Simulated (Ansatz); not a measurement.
`O=C[SiH2]Cl` + `B[Si]1(O)CN1` → `B[SiH2]C=O` + `O[Si]1(Cl)CN1`  (redistribution)

Isolated molecules relaxed with PBE0-D4/def2-TZVP in Ansatz; ΔE leaves out vibrations. CBS: MP2 limit from def2 TZ/QZ plus the TZ coupled-cluster correction, frozen cores. DFT in def2-TZVPP. Each species was taken in one conformer, which may not be the lowest.

`O=C[SiH2]Cl`:

Cartesian coordinates in Å:
```
O -1.655 -1.007 0.753
C -0.472 -0.785 0.727
Si 0.203 0.527 -0.508
Cl 2.238 0.673 -0.290
H 0.221 -1.332 1.408
H -0.115 0.091 -1.887
H -0.421 1.834 -0.203
```

`B[Si]1(O)CN1`:

```xyz
11

B    -1.827    1.021   -0.264
Si   -0.078    0.105   -0.405
O     0.221   -0.427   -1.932
C     0.624   -0.812    1.042
N     1.195    0.513    0.669
H    -2.006    1.801    0.622
H    -2.739    0.743   -0.982
H     1.012   -0.948   -2.083
H     0.194   -0.862    2.040
H     1.215   -1.697    0.796
H     2.188    0.564    0.497
```

`B[SiH2]C=O`:

Cartesian coordinates in Å:
```
B -1.252 -0.508 -0.987
Si -0.288 0.051 0.681
C 1.567 0.364 0.236
O 2.474 -0.306 0.655
H -1.057 0.095 -2.002
H -2.026 -1.417 -1.017
H -0.356 -0.875 1.839
H -0.842 1.387 1.058
H 1.782 1.209 -0.463
```

`O[Si]1(Cl)CN1`:

Cartesian coordinates in Å:
```
O -0.914 -0.582 1.731
Si -0.180 0.212 0.521
Cl -0.149 2.203 0.999
C -0.082 -0.275 -1.219
N 1.089 -0.516 -0.272
H -1.349 -0.051 2.400
H -0.502 -1.186 -1.641
H 0.055 0.510 -1.963
H 2.032 -0.314 -0.557
```

```csv
level,ΔE (eV)
r2SCAN-D4,-0.10
PBE,-0.06
r2SCAN,-0.10
MP2/def2-TZVPP,-0.06
CCSD/def2-TZVPP,-0.08
CCSD(T)/def2-TZVPP,-0.07
MP2/def2-QZVPP,-0.06
CCSD/CBS(def2),-0.07
```

(1) What does CCSD(T)/CBS give? (Estimate.)

Largest T1 diagnostic among the species: 0.016.

Answers

(1) Computed: -0.07 eV. The listed levels differ from it by -0.03, 0.01, -0.03, 0.01, -0.01, 0.00, 0.01, 0.00 eV.
